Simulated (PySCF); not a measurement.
Vertical excitations of a molecule H₈N₂OSi₂ from PySCF with TDA-M06-2X/def2-SVPD, as energy in eV (oscillator strength): 6.75 (0.007), 7.01 (0.054), 7.55 (0.085), 7.61 (0.050), 7.87 (0.004), 7.90 (0.034), 8.04 (0.022), 8.16 (0.007), 8.33 (0.011), 8.41 (0.004). Lowest triplet (TDA): 6.49 eV. The structure is a stationary point at B3LYP-D3(BJ)/def2-SVP. The values are those of a single conformer.

**Question.** Which structure fits?
A) N[Si@@H](O)N[SiH3]
B) N[Si](N)(O)[SiH3]
C) N[SiH](N)[SiH2]O
D) N[SiH2][Si@@H](N)O

**Answer.** A, N[Si@@H](O)N[SiH3]
